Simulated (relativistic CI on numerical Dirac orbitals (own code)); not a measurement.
## Ni2+: what numerical and physical settings do to a radial Dirac CI calculation

Reference input:

```
atom Ni  Z=28  charge=2  electrons=26
nucleus A=58  rms_radius_fm=3.7757
hamiltonian dirac-coulomb  breit=on  qed=on  c_scale=1
orbitals kli  potential=per-configuration
slater_scale 1
correlation none
mixing on
grid step=0.0125 r_max=34.3
scf mixing=0.4 start=green max_iterations=150 tolerance=2e-08 node_fill=0.05
configurations
  [Ar] 3d8
end
```

Computed lowest total energy -1517.49785 Ha, first excitation 1312.6 cm⁻¹, 12 SCF steps. Runs with settings changed; * marks those that are bad on purpose:

```
                                                                  Changed    Outcome  Lowest level   ΔE (Ha)  First excitation (cm⁻¹)  SCF steps  Message
                                                            QED terms off  converged      3d8 3F_4    -0.403                   1307.1         12         
          Slater scale 0.5, end of the grid at 51.45 bohr, grid step 0.03  converged      3d8 3F_4     0.028                   1296.1         12         
start potential previous, Slater scale 0.6, end of the grid at 51.45 bohr  converged      3d8 3F_4    0.0223                   1297.9         12         
                            SCF tolerance 1e-10, start potential previous  converged      3d8 3F_4  7.53e-11                   1312.6         13         
                                                    SCF tolerance 1e-14 *  converged      3d8 3F_4  7.82e-11                   1312.6         23         
                                                         grid step 0.08 *  converged      3d8 3F_4  0.000556                   1312.3         12
```

With so few configurations and no correlation, terms lie too far apart (by 10 to 50 % near neutrality), their order can be wrong, and levels of other configurations are missing.
